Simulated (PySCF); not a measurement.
Isomers of CH10FNSi3, one GFN2-xTB conformer each. Single-point energies are computed at PBE0/pcSseg-1 (PySCF, gas phase, no added dispersion term), electronic only.

Question: Rank them by PBE0/pcSseg-1 energy, lowest first (kJ/mol).
A. `[CH3:1][Si@@:2]([F:3])([SiH3:4])[NH:5][SiH3:6]` with C1–Si2–N5–Si6 -87°
B. `[CH3:1][Si@H:2]([F:3])[N:4]([SiH3:5])[SiH3:6]` with C1–Si2–N4–Si5 -58°
C. `[F:1][Si@@H:2]([CH2:3][SiH3:4])[NH:5][SiH3:6]` with F1–Si2–C3–Si4 -53°, F1–Si2–N5–Si6 49°
D. `[CH3:1][SiH2:2][Si@H:3]([F:4])[NH:5][SiH3:6]` with C1–Si2–Si3–F4 46°, Si2–Si3–N5–Si6 -60°
E. `[CH3:1][SiH2:2][NH:3][SiH2:4][SiH2:5][F:6]` with C1–Si2–N3–Si4 -178°, Si2–N3–Si4–Si5 -161°, N3–Si4–Si5–F6 -179°
F. `[F:1][SiH2:2][N:3]([SiH3:4])[CH2:5][SiH3:6]` with F1–Si2–N3–Si4 160°, Si2–N3–C5–Si6 -84°
G. `[CH3:1][NH:2][SiH2:3][SiH2:4][SiH2:5][F:6]` with C1–N2–Si3–Si4 54°, N2–Si3–Si4–Si5 -74°, Si3–Si4–Si5–F6 -12°
H. `[CH3:1][Si@H:2]([NH2:3])[SiH2:4][SiH2:5][F:6]` with C1–Si2–N3–H 65° and -73°, C1–Si2–Si4–Si5 91°, Si2–Si4–Si5–F6 -8°

Answer: B (0.0), C (41.1), A (50.5), D (65.5), E (90.9), H (111.1), F (155.7), G (191.7).

As drawn, the lowest has an Si–C bond, which the highest lacks; the highest has an N–H bond and an Si–Si bond, which the lowest lacks. Neighbours under 10 kJ/mol apart (F[Si@@H](C[SiH3])N[SiH3] and C[Si@@](F)([SiH3])N[SiH3]) can change places with a better method, another conformer or zero-point energy. GFN2-xTB itself gives, in the same order: 0.0, 78.2, 106.8, 97.8, 94.8, 218.9, 60.8, 201.8. Both levels put the same isomer lowest; measured from each level's own lowest isomer, the values differ by up to 107.8 kJ/mol (C[Si@H](N)[SiH2][SiH2]F: 218.9 against 111.1).

Q: Which frontier levels, dipoles and rotational constants go with these structures?

A: 
```json
{"SMILES": "C[Si@H](F)N([SiH3])[SiH3]", "HOMO (eV, PBE0/pcSseg-1)": "-7.54", "LUMO (eV)": "0.04", "dipole (D)": "1.68", "A, B, C (MHz)": "2091, 1543, 998.0"}
{"SMILES": "F[Si@@H](C[SiH3])N[SiH3]", "HOMO (eV, PBE0/pcSseg-1)": "-7.71", "LUMO (eV)": "0.38", "dipole (D)": "2.49", "A, B, C (MHz)": "5485, 726.7, 671.9"}
{"SMILES": "C[Si@@](F)([SiH3])N[SiH3]", "HOMO (eV, PBE0/pcSseg-1)": "-7.31", "LUMO (eV)": "-0.36", "dipole (D)": "1.32", "A, B, C (MHz)": "1930, 1243, 986.0"}
{"SMILES": "C[SiH2][Si@H](F)N[SiH3]", "HOMO (eV, PBE0/pcSseg-1)": "-7.42", "LUMO (eV)": "-0.51", "dipole (D)": "1.28", "A, B, C (MHz)": "2107, 1107, 859.9"}
{"SMILES": "C[SiH2]N[SiH2][SiH2]F", "HOMO (eV, PBE0/pcSseg-1)": "-7.42", "LUMO (eV)": "-1.09", "dipole (D)": "2.86", "A, B, C (MHz)": "5989, 598.7, 559.1"}
{"SMILES": "C[Si@H](N)[SiH2][SiH2]F", "HOMO (eV, PBE0/pcSseg-1)": "-7.19", "LUMO (eV)": "-1.14", "dipole (D)": "0.77", "A, B, C (MHz)": "2494, 1033, 904.7"}
{"SMILES": "F[SiH2]N([SiH3])C[SiH3]", "HOMO (eV, PBE0/pcSseg-1)": "-6.91", "LUMO (eV)": "0.10", "dipole (D)": "1.40", "A, B, C (MHz)": "1777, 1484, 913.6"}
{"SMILES": "CN[SiH2][SiH2][SiH2]F", "HOMO (eV, PBE0/pcSseg-1)": "-6.77", "LUMO (eV)": "-1.06", "dipole (D)": "1.30", "A, B, C (MHz)": "2352, 1081, 879.6"}
```
